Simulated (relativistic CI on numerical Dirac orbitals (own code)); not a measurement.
# Forbidden transitions in Au⁶⁺

Calculated at this level of theory: Dirac-Coulomb-Breit CI, KLI orbitals optimised for each configuration, model QED (radiative potential, 1s self-energy scaled to tabulated hydrogen-like ionisation energies), unscaled Slater integrals (own radial code, finite nucleus).

CI space (outside the closed core [Kr] 4d10 4f14): 5s²5p⁶5d⁵, 5s²5p⁶5d⁴6s, 5s²5p⁶5d⁴5f, 5s²5p⁶5d⁴6p, 5s²5p⁵5d⁶, 5s²5p⁶5d⁴5g, 5s²5p⁶5d⁴6d, 5s²5p⁶5d⁴7s, 5s²5p⁶5d³6s6p, 5s²5p⁶5d⁴7p, 5s²5p⁶5d⁴6f, 5s²5p⁶5d⁴7d, 5s5p⁶5d⁶, 5s²5p⁶5d³6s², 5s²5p⁶5d²5f6s², 5s²5p⁶5d²6s²6p, 5s²5p⁶5d²5g6s², 5s²5p⁶5d²6s²6d, 5p⁶5d⁷, 5p⁵5d⁸. Double excitations out of closed p, d and f shells are left out; levels of such configurations are missing from the list, as are those of other unlisted configurations, and high levels can miss mixing partners.

```
λ vac (Å)                 Lower                  Upper  Type   A (s⁻¹)        gf  Branching (%)
   1650.8   5s²5p⁶5d⁵ ⁶S5/2 [1]   5s²5p⁶5d⁵ ⁴F5/2 [19]    M1  2.49e+01  6.11e-08           11.7
   2069.2   5s²5p⁶5d⁵ ⁶S5/2 [1]   5s²5p⁶5d⁵ ⁴D3/2 [13]    M1  6.47e+01  1.66e-07           68.5
   2315.3   5s²5p⁶5d⁵ ⁶S5/2 [1]   5s²5p⁶5d⁵ ²D5/2 [10]    M1  6.86e+01  3.31e-07           59.3
   3038.8   5s²5p⁶5d⁵ ⁶S5/2 [1]    5s²5p⁶5d⁵ ⁴G5/2 [6]    M1  5.26e+01  4.37e-07           57.8
   3197.0   5s²5p⁶5d⁵ ⁶S5/2 [1]    5s²5p⁶5d⁵ ⁴D3/2 [4]    M1  1.17e+02  7.19e-07           92.9
   3282.5   5s²5p⁶5d⁵ ⁴G7/2 [3]   5s²5p⁶5d⁵ ²H9/2 [20]    M1  3.35e+01  5.40e-07           19.5
   3318.8   5s²5p⁶5d⁵ ⁴G7/2 [3]   5s²5p⁶5d⁵ ⁴F5/2 [19]    M1  3.89e+01  3.85e-07           18.3
   3447.0   5s²5p⁶5d⁵ ⁴G5/2 [2]   5s²5p⁶5d⁵ ⁴F3/2 [15]    M1  6.63e+01  4.72e-07           37.6
   3500.5  5s²5p⁶5d⁵ ⁴G11/2 [5]   5s²5p⁶5d⁵ ²H9/2 [20]    M1  3.13e+01  5.75e-07           18.3
   3614.0   5s²5p⁶5d⁵ ⁴G5/2 [6]   5s²5p⁶5d⁵ ⁴F5/2 [19]    M1  4.11e+01  4.82e-07           19.4
   3702.4   5s²5p⁶5d⁵ ⁴G9/2 [7]   5s²5p⁶5d⁵ ²H9/2 [20]    M1  8.27e+01  1.70e-06           48.3
   4465.7   5s²5p⁶5d⁵ ⁶S5/2 [1]    5s²5p⁶5d⁵ ⁴G5/2 [2]    M1  6.71e+01  1.20e-06          100.0
   4724.4   5s²5p⁶5d⁵ ⁴G5/2 [6]   5s²5p⁶5d⁵ ²F5/2 [18]    M1  1.36e+02  2.73e-06           67.6
   4754.8   5s²5p⁶5d⁵ ⁴G7/2 [3]   5s²5p⁶5d⁵ ²G9/2 [16]    M1  1.80e+01  6.12e-07           44.1
   4808.3   5s²5p⁶5d⁵ ⁴G5/2 [2]   5s²5p⁶5d⁵ ²D5/2 [10]    M1  2.51e+01  5.22e-07           21.7
   4969.1   5s²5p⁶5d⁵ ⁴D3/2 [4]   5s²5p⁶5d⁵ ⁴F3/2 [15]    M1  8.36e+01  1.24e-06           47.4
   5226.1  5s²5p⁶5d⁵ ⁴G11/2 [5]   5s²5p⁶5d⁵ ²G9/2 [16]    M1  1.60e+01  6.56e-07           39.1
   5751.2  5s²5p⁶5d⁵ ²D5/2 [10]   5s²5p⁶5d⁵ ⁴F5/2 [19]    M1  5.14e+01  1.53e-06           24.2
   6612.7  5s²5p⁶5d⁵ ⁴G11/2 [5]  5s²5p⁶5d⁵ ²I11/2 [12]    M1  3.48e+01  2.73e-06           81.7
   9510.7   5s²5p⁶5d⁵ ⁴G5/2 [2]    5s²5p⁶5d⁵ ⁴G5/2 [6]    M1  3.81e+01  3.10e-06           41.8
```

Terms are leading LS components. Brackets give the number of a level in order of energy, since labels repeat. The list gives strong lines, with weight on those to low levels, among the lowest 200 of 2976 levels, so that lines to higher ones, which can be the strongest, are missing. Levels whose partners in the same complex of configurations lie outside the list can be far off, and so can their lines. Rates are taken at the computed energies, electric ones in the length gauge.

At this charge configurations can still be misplaced by up to about 7 % of their energy. Terms inside the open d or f shell come out 10 to 20 % too wide with unscaled integrals. Levels and lines within the n = 5 or 6 shells can be off by up to 10 % or somewhat more, and those that change n by about 2 %, since core polarisation is missing.

LS names give the leading component of a level, which can be under half, so a name can repeat, a term be missing and a line seem to break the LS rules.
